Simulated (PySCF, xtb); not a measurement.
Si(I)(Me)(OH)2 (CH5IO2Si), SMILES O[Si](I)(C)O.

GFN2-xTB run with xtb at its own geometry gives an orbital gap of 6.48 eV and a dipole moment of 5.20 D.

Geometry optimised at B3LYP-D3(BJ)/def2-SVP. This is a generated structure with no PubChem entry under its InChIKey; it may be hypothetical. The def2 effective core potentials stand for the cores of I; spin–orbit coupling is left out. The values are those of a single conformer.

Task: What does B3LYP/def2-TZVP (PySCF) give? (Estimate from the structure and the level; the computed values follow.)

Result: gap 7.16 eV (levels -7.38 and -0.22 eV), dipole 0.90 D.
